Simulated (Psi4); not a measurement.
C₄H₉B (SMILES C=CCBC), singlet, geometry from GFN2-xTB; MP2/6-31G in Psi4.

The Psi4 input:
```
memory 2 GB

molecule {
0 1
B    -0.34534845    0.92490459    0.79565116
C     0.42838477   -0.34815975    0.27007509
C    -0.41915859   -1.36306632   -0.42564819
C    -0.27480099   -1.72001943   -1.68851839
H     0.85235962   -0.81635926    1.16815313
H     1.27884591   -0.08366778   -0.36232682
H    -1.20982503   -1.79745752    0.17288548
H     0.50055676   -1.30189980   -2.31050391
H    -0.92067516   -2.44259787   -2.15799800
H    -1.49696067    0.86806634    1.01039215
C     0.42225172    2.27137875    1.04740003
H     0.14433768    2.73588389    1.99205490
H     0.13206105    2.98479136    0.27454956
H     1.50598069    2.18791811    1.01468646
}

set {
  basis 6-31g
  freeze_core true
}

energy('mp2')
print_variables()
```

Problem. What does Psi4 print? Leave out banner, timings and long lists.

Solution. 
```
    SCF Algorithm Type (re)set to DF.

   => Loading Basis Set <=

    Name: 6-31G
    Role: ORBITAL
    Keyword: BASIS

         ---------------------------------------------------------
                                   SCF
               by Justin Turney, Rob Parrish, Andy Simmonett
                          and Daniel G. A. Smith
                              RHF Reference
         ---------------------------------------------------------

  ==> Geometry <==

    Molecular point group: c1
    Full point group: C1

    Geometry (in Angstrom), charge = 0, multiplicity = 1:

       Center              X                  Y                   Z               Mass
    ------------   -----------------  -----------------  -----------------  -----------------
         B           -0.328763675679     0.945217501496     0.795541922660    11.009305360000
         C            0.444969544321    -0.327846838504     0.269965852660    12.000000000000
         C           -0.402573815679    -1.342753408504    -0.425757427340    12.000000000000
         C           -0.258216215679    -1.699706518504    -1.688627627340    12.000000000000
         H            0.868944394321    -0.796046348504     1.168043892660     1.007825032230
         H            1.295430684321    -0.063354868504    -0.362436057340     1.007825032230
         H           -1.193240255679    -1.777144608504     0.172776242660     1.007825032230
         H            0.517141534321    -1.281586888504    -2.310613147340     1.007825032230
         H           -0.904090385679    -2.422284958504    -2.158107237340     1.007825032230
         H           -1.480375895679     0.888379251496     1.010282912660     1.007825032230
         C            0.438836494321     2.291691661496     1.047290792660    12.000000000000
         H            0.160922454321     2.756196801496     1.991945662660     1.007825032230
         H            0.148645824321     3.005104271496     0.274440322660     1.007825032230
         H            1.522565464321     2.208231021496     1.014577222660     1.007825032230

  Running in c1 symmetry.

  Rotational constants: A =      0.55526  B =      0.07018  C =      0.06888 [cm^-1]
  Rotational constants: A =  16646.20676  B =   2103.94180  C =   2064.86070 [MHz]
  Nuclear repulsion =  149.665496183787496

  Charge       = 0
  Multiplicity = 1
  Electrons    = 38
  Nalpha       = 19
  Nbeta        = 19

  ==> Algorithm <==

  SCF Algorithm Type is DF.
  DIIS enabled.
  MOM disabled.
  Fractional occupation disabled.
  Guess Type is SAD.
  Energy threshold   = 1.00e-08
  Density threshold  = 1.00e-08
  Integral threshold = 1.00e-12

  ==> Primary Basis <==

  Basis Set: 6-31G
    Blend: 6-31G
    Number of shells: 43
    Number of basis functions: 63
    Number of Cartesian functions: 63
    Spherical Harmonics?: false
    Max angular momentum: 1

   => Loading Basis Set <=

    Name: (6-31G AUX)
    Role: JKFIT
    Keyword: DF_BASIS_SCF

  ==> Integral Setup <==

  SCF_SUBTYPE=INCORE selected. In-core MEM_DF algorithm will be used.
  Using in-core AOs.

  ==> MemDFJK: Density-Fitted J/K Matrices <==

    J tasked:                   Yes
    K tasked:                   Yes
    wK tasked:                   No
    Algorithm:                 Core
    Schwarz Cutoff:           1E-12
    Mask sparsity (%):       2.0660
    Fitting Condition:        1E-10

   => Auxiliary Basis Set <=

  Basis Set: (6-31G AUX)
    Blend: CC-PVDZ-JKFIT
    Number of shells: 201
    Number of basis functions: 630
    Number of Cartesian functions: 630
    Spherical Harmonics?: false
    Max angular momentum: 3

  Minimum eigenvalue in the overlap matrix is 5.6013691898E-03.
  Reciprocal condition number of the overlap matrix is 1.0767882804E-03.
    Using symmetric orthogonalization.

  ==> Pre-Iterations <==

  SCF Guess: Superposition of Atomic Densities via on-the-fly atomic UHF (no occupation information).

   -------------------------
    Irrep   Nso     Nmo
   -------------------------
     A         63      63
   -------------------------
    Total      63      63
   -------------------------

  ==> Iterations <==

                           Total Energy        Delta E     RMS |[F,P]|

   @DF-RHF iter SAD:  -180.19269655482819   -1.80193e+02   0.00000e+00
   @DF-RHF iter   1:  -181.18714238283272   -9.94446e-01   6.47563e-03 ADIIS/DIIS
   @DF-RHF iter   2:  -181.28900019671755   -1.01858e-01   2.32974e-03 ADIIS/DIIS
   @DF-RHF iter   3:  -181.30142577573815   -1.24256e-02   4.38079e-04 ADIIS/DIIS
   @DF-RHF iter   4:  -181.30242002555383   -9.94250e-04   7.77395e-05 DIIS
   @DF-RHF iter   5:  -181.30244913233656   -2.91068e-05   3.02801e-05 DIIS
   @DF-RHF iter   6:  -181.30245222434888   -3.09201e-06   6.13293e-06 DIIS
   @DF-RHF iter   7:  -181.30245243226500   -2.07916e-07   3.06026e-06 DIIS
   @DF-RHF iter   8:  -181.30245246905284   -3.67878e-08   8.00509e-07 DIIS
   @DF-RHF iter   9:  -181.30245247281903   -3.76619e-09   3.09747e-07 DIIS
   @DF-RHF iter  10:  -181.30245247330888   -4.89848e-10   7.00580e-08 DIIS
   @DF-RHF iter  11:  -181.30245247333863   -2.97575e-11   1.06171e-08 DIIS
   @DF-RHF iter  12:  -181.30245247333957   -9.37916e-13   3.06619e-09 DIIS
  Energy and wave function converged.

  ==> Post-Iterations <==

    Orbital Energies [Eh]
    ---------------------

    Doubly Occupied:

[...]
      19A     -0.344547

    Virtual:

[...]
    Final Occupation by Irrep:
              A
    DOCC [    19 ]
    NA   [    19 ]
    NB   [    19 ]

  @DF-RHF Final Energy:  -181.30245247333957

   => Energetics <=

    Nuclear Repulsion Energy =            149.6654961837874964
    One-Electron Energy =                -539.1542419620735700
    Two-Electron Energy =                 208.1862933049465312
    Total Energy =                       -181.3024524733395708

Computation Completed

Properties will be evaluated at   0.000000,   0.000000,   0.000000 [a0]

Properties computed using the SCF density matrix

 Multipole Moments:

 ------------------------------------------------------------------------------------
     Multipole            Electronic (a.u.)      Nuclear  (a.u.)        Total (a.u.)
 ------------------------------------------------------------------------------------

 L = 1.  Multiply by 2.5417464519 to convert [e a0] to [Debye]
 Dipole X            :         -1.0743688            1.1909460            0.1165772
 Dipole Y            :         -1.3026236            1.4586618            0.1560382
 Dipole Z            :          0.1871895           -0.0078443            0.1793452
 Magnitude           :                                                    0.2647694

 ------------------------------------------------------------------------------------

  //>>>>>>>>>>>>>>>>>>>>>>>>>>>>>>>>>>>//
  //               DFMP2               //
  //<<<<<<<<<<<<<<<<<<<<<<<<<<<<<<<<<<<//

   => Loading Basis Set <=

    Name: (6-31G AUX)
    Role: RIFIT
    Keyword: DF_BASIS_MP2

	 --------------------------------------------------------
	                          DF-MP2
	      2nd-Order Density-Fitted Moller-Plesset Theory

	        Rob Parrish, Justin Turney, Andy Simmonett,
	           Ed Hohenstein, and C. David Sherrill
	 --------------------------------------------------------

   => Auxiliary Basis Set <=

  Basis Set: (6-31G AUX)
    Blend: CC-PVDZ-RI
    Number of shells: 144
    Number of basis functions: 406
    Number of Cartesian functions: 465
    Spherical Harmonics?: true
    Max angular momentum: 3

	 --------------------------------------------------------
	                 NBF =    63, NAUX =   406
	 --------------------------------------------------------
	   CLASS    FOCC     OCC    AOCC    AVIR     VIR    FVIR
	   PAIRS       5      19      14      44      44       0
	 --------------------------------------------------------

	-----------------------------------------------------------
	 ==================> DF-MP2 Energies <====================
	-----------------------------------------------------------
	 Reference Energy          =    -181.3024524733395708 [Eh]
	 Singles Energy            =      -0.0000000000000000 [Eh]
	 Same-Spin Energy          =      -0.0850876203855274 [Eh]
	 Opposite-Spin Energy      =      -0.3193778962634261 [Eh]
	 Correlation Energy        =      -0.4044655166489535 [Eh]
	 Total Energy              =    -181.7069179899885114 [Eh]
	-----------------------------------------------------------
	 ================> DF-SCS-MP2 Energies <==================
	-----------------------------------------------------------
	 SCS Same-Spin Scale       =       0.3333333333333333 [-]
	 SCS Opposite-Spin Scale   =       1.2000000000000000 [-]
	 SCS Same-Spin Energy      =      -0.0283625401285091 [Eh]
	 SCS Opposite-Spin Energy  =      -0.3832534755161113 [Eh]
	 SCS Correlation Energy    =      -0.4116160156446204 [Eh]
	 SCS Total Energy          =    -181.7140684889841964 [Eh]
	-----------------------------------------------------------

  Variable Map:
  ----------------------------------------------------------------------------
[...]
  Array Variable Map:
  ----------------------------------------------------------------------------
[...]
[...]
```
